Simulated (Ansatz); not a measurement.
A structure relaxed at PBE0-D4/def2-SVP in Ansatz, charge 1, singlet:

Cartesian coordinates in Å:
```
Au 0.6943 0.0544 0.4086
Au 0.8259 -1.9886 -2.4943
Au 0.7922 1.4342 -2.8658
Au -1.9354 -1.5283 2.1965
Au -2.0195 1.8895 1.7895
Se 2.0660 -0.1482 -1.6027
Se -0.4234 0.2871 2.5683
```

Task: Give its formula and point group.

Result: the cluster Au₅Se₂⁺. Point group C2v (tolerance 0.1 Å).

Task: Summarise the bond lengths by kind (pairs closer than 1.2 times the sum of covalent radii, bridged metal pairs left out).

Result: 6 × Au–Se 2.39 to 2.44 Å.

In the def2 sets Au takes a core potential; there is no spin–orbit coupling. Another isomer (singlet) lies 0.05 eV lower at PBE0-D4/def2-TZVP; other spin states weren't run for this one.
